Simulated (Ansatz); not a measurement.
Ideal-gas functions of `N=C[SeH]` at 600 K and 1 bar, from an Ansatz frequency run at PBE0-D4/def2-TZVP.

Molar mass 108.0 g/mol, point group Cs (symmetry number 1), electronic degeneracy 1, moments of inertia 9.381, 122.512, 131.893 u Å². Harmonic wavenumbers (cm⁻¹, unscaled): 252, 342, 631, 699, 842, 1058, 1152, 1358, 1690, 2449, 3068, 3496.

Use S(trans) = R[1.5 ln M + 2.5 ln T − 1.1517]; rotational temperatures θ = 24.2544 K / I; S(rot) = R[ln(√π/σ · √(T³/θAθBθC)) + 1.5]; for each mode x = 1.438777 ν̃/T, S = R[x/(eˣ − 1) − ln(1 − e⁻ˣ)] and H = RT x/(eˣ − 1); 1 cm⁻¹ = 0.0119627 kJ/mol; R = 8.31446 J/(mol·K).

Question: By hand: the entropy, in J/(mol·K).

Answer: Translation 181.8. Rotation: θ = 2.5855, 0.198, 0.1839 K, giving 106.8. Vibration, mode by mode: 12.63, 10.19, 5.62, 4.93, 3.75, 2.50, 2.09, 1.41, 0.74, 0.16, 0.04, 0.02, in all 44.1. Electronic 0.0. Sum 332.7 J/(mol·K).

Question: By hand: H − E and G − E in kJ/mol, counted from the electronic energy.

Answer: Zero-point energy ½ × 17037 × 0.0119627 = 101.9; thermal vibration 15.6; translation, rotation and pV give 4 RT = 20.0. H − E = 137.5 kJ/mol, and G − E = 137.5 − 600 × 332.7/1000 = -62.1 kJ/mol.

Vibration gives 13 % of the entropy. The sum counts one conformer and one mirror image; others add a mixing term.
